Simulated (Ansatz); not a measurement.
`CO[Si](C#N)(C#N)C#N` + H–F → `N#C[Si](F)(C#N)C#N` + CH₃OH at 700 K and 1 bar (ligand exchange at the Si–O bond).

Gas-phase electronic energies from Ansatz, PBE0-D4/def2-TZVP geometries. CCSD(T)/CBS is the MP2 limit (def2-TZVPP, def2-QZVPP) plus CCSD(T) − MP2 in def2-TZVPP, frozen cores. This one scheme is used for every species. One conformer a species, not always the lowest.

| species | CCSD(T)/CBS energy (Eh) | H − E (kJ/mol) | S (J/(mol·K)) |
| --- | --- | --- | --- |
| `CO[Si](C#N)(C#N)C#N` | -682.38316 | 287.5 | 596.8 |
| H–F | -100.39570 | 45.2 | 198.5 |
| `N#C[Si](F)(C#N)C#N` | -667.16567 | 159.7 | 500.1 |
| CH₃OH | -115.61712 | 170.8 | 288.5 |

H − E and S are ideal-gas, rigid-rotor, harmonic terms from PBE0-D4/def2-TZVP, for one conformer and one mirror image of each species. 1 Eh = 2625.50 kJ/mol, R = 8.31446 J/(mol·K).

**Question.** By hand: ΔE, ΔH, ΔS and ΔG.

**Answer.** ΔE = (-667.16567) + (-115.61712) − (-682.38316) − (-100.39570) = -0.00393 Eh = -10.3 kJ/mol. Δ(H − E) = 159.7 + 170.8 − 287.5 − 45.2 = -2.2, so ΔH = -12.5 kJ/mol. ΔS = 500.1 + 288.5 − 596.8 − 198.5 = -6.7 J/(mol·K). ΔG = -12.5 − 700 × (-6.7)/1000 = -7.8 kJ/mol.

**Question.** By hand: the equilibrium constant, and the temperature at which ΔG would vanish if ΔH and ΔS stayed fixed.

**Answer.** log₁₀ K = −ΔG/(RT ln 10) = 0.6. ΔG = 0 at ΔH/ΔS = 1866 K, though so small a ΔS makes that figure unsure.

TΔS isn't small against ΔH here. A doubt of 5 kJ/mol in ΔE shifts log₁₀ K by 0.4 here. Other conformers and mirror images would add mixing entropy, several J/(mol·K) or more a flexible species. Modes under 60 cm⁻¹, often nearly free rotors, make the harmonic entropy too high. These are equilibria of isolated gas molecules and say nothing of rates. Largest T1 diagnostic: 0.014 (customary marks: 0.02 for closed shells, 0.045 for open ones).
